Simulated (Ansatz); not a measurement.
Species: sum formula AlO$_{2}$H$_{3}$, net charge 0, singlet state. SMILES: [OH][AlH][OH]
Geometry from a B3LYP-D3(BJ)/def2-TZVP (Ansatz, a program for electronic structure) optimisation:
```xyz
6

O     -1.5121    -0.2452     0.0971
Al     0.0247     0.4563    -0.0076
O      1.3786    -0.5665    -0.0780
H     -1.6683    -1.1905     0.1195
H      0.1299     2.0173    -0.0351
H      2.2854    -0.2646    -0.1383
```
Charge 0, spin multiplicity 1.

Property: vertical ionisation energy (to the doublet state of charge +1; each state is the SCF solution reached for its spin; for the doublet the Hartree-Fock reference is unstable and T1 is 0.087), in eV. Cores are frozen in the correlated levels unless marked. UHF or UKS for open shells. No spin-orbit coupling. No relativistic terms. 

```
level                    program  vertical ionisation energy (eV)
-----------------------  -------  -------------------------------
RI-HF/aug-cc-pV(Q+d)Z     Ansatz                            10.46
SVWN5/def2-TZVPD          Ansatz                            11.03
PBE/def2-TZVPD            Ansatz                            10.83
r2SCAN/def2-TZVPD         Ansatz                            11.02
PBE0/def2-TZVPD           Ansatz                            11.32
BHLYP/def2-TZVPD          Ansatz                            11.68
CAM-B3LYP/def2-TZVPD      Ansatz                            11.67
B2PLYP/def2-TZVPD         Ansatz                            11.69
RI-MP2/aug-cc-pV(T+d)Z    Ansatz                            12.44
RI-MP2/aug-cc-pV(Q+d)Z    Ansatz                            12.51
CCSD/aug-cc-pV(D+d)Z      Ansatz                            11.85
CCSD/aug-cc-pV(Q+d)Z      Ansatz                            11.98
CCSD(T)/aug-cc-pV(D+d)Z   Ansatz                            11.85
CCSD(T)/aug-cc-pV(Q+d)Z   Ansatz                            12.00
```
